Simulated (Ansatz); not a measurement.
Ansatz (a quantum-chemistry and plane-wave program) input (B3LYP/6-31G*):

Ansatz 0.2 input:
```yaml
crystal:
  periodic: [false, false, false]
  atoms:
    - {symbol: C, position_ang: [-1.04111583, 0.00436008, -0.00589786]}
    - {symbol: Cl, position_ang: [0.55265444, -0.00231446, 0.00313075]}
    - {symbol: H, position_ang: [-1.57008623, 0.95646317, -0.03558607]}
    - {symbol: H, position_ang: [-1.57834429, -0.94327789, 0.01775039]}
basis:
  gaussian:
    orbitals: 6-31G*
hamiltonian:
  xc: {name: B3LYP}
total_charge: 1
relax: {f_tol: 0.003, max_steps: 120}
```

**Question.** Predict the final energy.

**Answer.** -499.11774 Eh.
